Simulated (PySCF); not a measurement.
Do core-level shifts follow atomic charges?

C7H12F (charge +1).
Z-matrix (Å and degrees, PBE0-D3(BJ)/def2-SVP geometry), rows numbered from 1:
```
C 
C   1  1.4477
C   2  1.4548  1  123.66
C   3  1.5765  2  105.17  1   109.03
C   4  1.5160  3  109.87  2    58.21
C   5  1.5166  4  111.10  3   -56.79
C   2  1.4672  1  118.97  3   173.35
F   7  1.3527  2  112.20  1     7.82
H   1  1.1145  2  104.84  3   115.09
H   1  1.0956  2  114.62  3    -5.04
H   1  1.1041  2  111.28  3  -135.42
H   3  1.1020  2  111.01  1  -136.06
H   3  1.0973  2  112.42  1   -12.00
H   4  1.1014  3  109.41  2   -64.21
H   4  1.0996  3  106.25  2  -179.42
H   5  1.1015  4  109.62  3  -177.16
H   5  1.1023  4  110.28  3    66.21
H   6  1.1019  5  111.33  4   -64.95
H   6  1.0998  5  113.26  4   174.22
H   7  1.1066  2  110.17  1   130.28
```

Binding energies: delta-SCF UKS SCAN, pcX-2 on the ionised atom, pcseg-1 elsewhere, spin-free X2C in PySCF 2.14.0. Charges: PBE0/pcSseg-1 ground-state density, for the ionised atom.

| atom | environment | C 1s (eV) | Mulliken (e) | IAO (e) | Hirshfeld (e) | ESP (e) |
| --- | --- | --- | --- | --- | --- | --- |
| C5 | ring CH2 carbon | 295.42 | -0.239 | -0.267 | -0.051 | -0.096 |
| C6 | ring CH2 carbon | 295.72 | -0.234 | -0.253 | -0.042 | -0.173 |
| C4 | ring CH2 carbon | 295.75 | -0.247 | -0.228 | -0.024 | -0.037 |
| C3 | ring CH2 carbon | 296.33 | -0.092 | -0.281 | -0.037 | -0.223 |
| C1 | methyl carbon | 296.33 | -0.150 | -0.433 | -0.071 | -0.498 |
| C7 | sp3 C–F carbon | 298.43 | +0.278 | +0.165 | +0.087 | +0.234 |

Problem. How well does each charge scheme correlate with the binding energies over these sites?

Solution. Mulliken: r = 0.99, slope 5.3 eV per e; Hirshfeld: r = 0.88, slope 17.0 eV per e; IAO: r = 0.80, slope 4.4 eV per e; ESP: r = 0.54, slope 2.4 eV per e. Mulliken charges have the highest r, on only 6 points.

Problem. The point-charge model writes a binding energy as kq + V + constant, with V the potential of the other atoms' charges at the site. What does it give with the ESP charges?

Solution. V = Σ 14.40 eV Å × q/r over all other atoms: +6.36 eV at C5, +8.18 eV at C6, +5.91 eV at C4, +9.60 eV at C3, +13.71 eV at C1, +3.64 eV at C7. Fitting binding energy − V to q gives k = 16.7 eV per e and leaves an rms residual of 0.21 eV, against 0.84 eV for the fit on q alone. The model has no term for differences in relaxation between sites.

The species carries charge +1, so core ionisation leaves charge +2. One conformer (not necessarily the lowest) at the PBE0-D3(BJ)/def2-SVP geometry, without solvent, vibrations or thermal averaging.
